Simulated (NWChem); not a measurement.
System: C3H6OSi; SMILES CC#C[SiH2]O

Here is an NWChem input.

```
start job
memory heap 200 mb stack 900 mb global 1100 mb
geometry units angstroms noautosym nocenter noautoz
  C      3.098105     0.009777     0.091244
  C      1.642196     0.076671     0.149108
  C      0.426575     0.129241     0.203571
  Si    -1.392759     0.215622     0.277435
  O     -2.117173    -0.720792    -0.896163
  H      3.532135     0.988210    -0.147330
  H      3.515702    -0.318020     1.050933
  H      3.429368    -0.700450    -0.676120
  H     -1.884223    -0.331838     1.561911
  H     -1.784203     1.647403     0.153793
  H     -1.851710    -0.537598    -1.808163
end
basis spherical
  * library 6-31g*
end
dft
  xc b3lyp
  iterations 150
end
cosmo
  do_cosmo_smd true
  solvent water
end
task dft energy
```

Output (shortened):

```
             Northwest Computational Chemistry Package (NWChem) 7.3.0
             --------------------------------------------------------

                             Geometry "geometry" -> ""
                             -------------------------

 Output coordinates in angstroms (scale by  1.889725989 to convert to a.u.)

  No.       Tag          Charge          X              Y              Z
 ---- ---------------- ---------- -------------- -------------- --------------
    1 C                    6.0000     3.09810500     0.00977700     0.09124400
    2 C                    6.0000     1.64219600     0.07667100     0.14910800
    3 C                    6.0000     0.42657500     0.12924100     0.20357100
    4 Si                  14.0000    -1.39275900     0.21562200     0.27743500
    5 O                    8.0000    -2.11717300    -0.72079200    -0.89616300
    6 H                    1.0000     3.53213500     0.98821000    -0.14733000
    7 H                    1.0000     3.51570200    -0.31802000     1.05093300
    8 H                    1.0000     3.42936800    -0.70045000    -0.67612000
    9 H                    1.0000    -1.88422300    -0.33183800     1.56191100
   10 H                    1.0000    -1.78420300     1.64740300     0.15379300
   11 H                    1.0000    -1.85171000    -0.53759800    -1.80816300

 Effective nuclear repulsion energy (a.u.)     193.7696888826

                                 NWChem DFT Module
                                 -----------------

 Summary of "ao basis" -> "ao basis" (spherical)
 ------------------------------------------------------------------------------
       Tag                 Description            Shells   Functions and Types
 ---------------- ------------------------------  ------  ---------------------
 C                           6-31g*                  6       14   3s2p1d
 Si                          6-31g*                  8       18   4s3p1d
 O                           6-31g*                  6       14   3s2p1d
 H                           6-31g*                  2        2   2s

 in cosmo_initialize ...
 calling solv_data for solv:h2o

 solvent parameters
 solvname_short: h2o
 solvname_long:  water
 dielec:       78.4000
 dielecinf:     1.7769
 aqueous SMD model solvent descriptors
 dielec:       78.4000
 sola:          0.8200

          ---------------
          -cosmo- solvent
          ---------------
 Cosmo: York-Karplus, doi: 10.1021/jp992097l
 dielectric constant -eps-     =  78.40
 screen = (eps-1)/(eps    )    =   0.98724
 surface charge correction     = lagrangian

   van der Waals surface
 --------------------------

[...]

                                COSMO-SMD solvation results
                                ---------------------------

             internal energy in gas <Psi(g)|H|Psi(g)> =      -482.626603932982
         internal energy in solvent <Psi(s)|H|Psi(s)> =      -482.624550208296
                               delta internal energy  =         0.002053724685 (    1.29 kcal/mol)
   total free energy in solvent <Psi(s)|H+V/2|Psi(s)> =      -482.640007830899
 polarization energy contribution <Psi(s)|V/2|Psi(s)> =        -0.015457622602 (   -9.70 kcal/mol)
    total free energy in solvent including G(SMD-CDS) =      -482.632961626831
                       G(SMD-CDS) energy contribution =         0.007046204067 (    4.42 kcal/mol)
     1 M fixed-concentration free energy of solvation =        -0.006357693850 (   -3.99 kcal/mol)

                       DFT Final Molecular Orbital Analysis
                       ------------------------------------

 Vector   21  Occ=2.000000D+00  E=-3.169070D-01
              MO Center= -1.7D+00, -1.3D-01, -4.6D-01, r^2= 2.6D+00
   Bfn.  Coefficient  Atom+Function         Bfn.  Coefficient  Atom+Function
  ----- ------------  ---------------      ----- ------------  ---------------
    64      0.417033   5 O  py               68      0.323543   5 O  py
    63     -0.307354   5 O  px               84     -0.273939  10 H  s
    67     -0.242780   5 O  px               83     -0.180966  10 H  s
    50     -0.155237   4 Si py               34      0.130274   3 C  s
    31     -0.111066   3 C  px               82      0.085959   9 H  s

 Vector   22  Occ=2.000000D+00  E=-2.776160D-01
              MO Center=  1.0D+00,  3.9D-02,  1.2D-01, r^2= 2.5D+00
   Bfn.  Coefficient  Atom+Function         Bfn.  Coefficient  Atom+Function
  ----- ------------  ---------------      ----- ------------  ---------------
    33      0.335888   3 C  pz               19      0.308042   2 C  pz
    32      0.218001   3 C  py               37      0.212725   3 C  pz
    18      0.200425   2 C  py               23      0.190537   2 C  pz
    36      0.137411   3 C  py               63      0.133635   5 O  px
    22      0.124419   2 C  py               80      0.118530   8 H  s

 Vector   23  Occ=2.000000D+00  E=-2.730147D-01
              MO Center=  8.9D-01,  1.8D-01,  2.4D-01, r^2= 2.9D+00
   Bfn.  Coefficient  Atom+Function         Bfn.  Coefficient  Atom+Function
  ----- ------------  ---------------      ----- ------------  ---------------
    32      0.325559   3 C  py               18      0.311608   2 C  py
    36      0.209343   3 C  py               33     -0.207290   3 C  pz
    19     -0.198487   2 C  pz               22      0.192843   2 C  py
    84     -0.174450  10 H  s                82      0.161858   9 H  s
    37     -0.133083   3 C  pz               23     -0.122855   2 C  pz

 Vector   24  Occ=0.000000D+00  E=-1.215899D-02
              MO Center= -1.1D-01,  1.3D-01,  1.2D-01, r^2= 5.1D+00
   Bfn.  Coefficient  Atom+Function         Bfn.  Coefficient  Atom+Function
  ----- ------------  ---------------      ----- ------------  ---------------
    55      0.546019   4 Si pz               66      0.477801   5 O  s
    23     -0.333731   2 C  pz               19     -0.308592   2 C  pz
    54      0.304711   4 Si py               53      0.262251   4 Si px
    80     -0.239914   8 H  s                51      0.229108   4 Si pz
    82     -0.204950   9 H  s                37      0.199448   3 C  pz

 Vector   25  Occ=0.000000D+00  E= 1.539191D-02
              MO Center=  7.1D-01,  1.4D-01,  2.0D-01, r^2= 3.9D+00
   Bfn.  Coefficient  Atom+Function         Bfn.  Coefficient  Atom+Function
  ----- ------------  ---------------      ----- ------------  ---------------
    22      0.440338   2 C  py               84      0.416926  10 H  s
    82     -0.410539   9 H  s                54     -0.384485   4 Si py
    36     -0.371332   3 C  py               18      0.357142   2 C  py
    76     -0.343189   6 H  s                78      0.262036   7 H  s
    23     -0.257590   2 C  pz               32     -0.250386   3 C  py

 Vector   26  Occ=0.000000D+00  E= 7.429648D-02
              MO Center= -1.3D+00,  2.3D-01,  2.7D-01, r^2= 6.2D+00
   Bfn.  Coefficient  Atom+Function         Bfn.  Coefficient  Atom+Function
  ----- ------------  ---------------      ----- ------------  ---------------
    53      1.360147   4 Si px               35      0.722286   3 C  px
     6     -0.710424   1 C  s                21      0.485869   2 C  px
    34     -0.472502   3 C  s                80      0.391251   8 H  s
    82      0.376976   9 H  s                52      0.347481   4 Si s
    20     -0.324188   2 C  s                84      0.322398  10 H  s

     Multipole analysis of the density
     ---------------------------------

     L   x y z        total         alpha         beta         nuclear
     -   - - -        -----         -----         ----         -------
     0   0 0 0     -0.000000    -23.000000    -23.000000     46.000000

     1   1 0 0      1.291566      1.097130      1.097130     -0.902694
     1   0 1 0      0.316340      0.825042      0.825042     -1.333744
     1   0 0 1     -0.553371      0.183134      0.183134     -0.919639

     2   2 0 0    -23.495372   -341.424129   -341.424129    659.352886
     2   1 1 0     -1.909528    -15.102849    -15.102849     28.296170
     2   1 0 1      1.117201    -25.227866    -25.227866     51.572933
     2   0 2 0    -29.462221    -31.916292    -31.916292     34.370362
     2   0 1 1      0.027283    -12.373982    -12.373982     24.775247
     2   0 0 2    -24.643910    -39.552075    -39.552075     54.460240
```

Level: B3LYP/6-31G* (spherical d), SMD on the gas-phase geometry. Coordinates come from a B3LYP/6-31G* (spherical d) optimisation. Solvent: water.
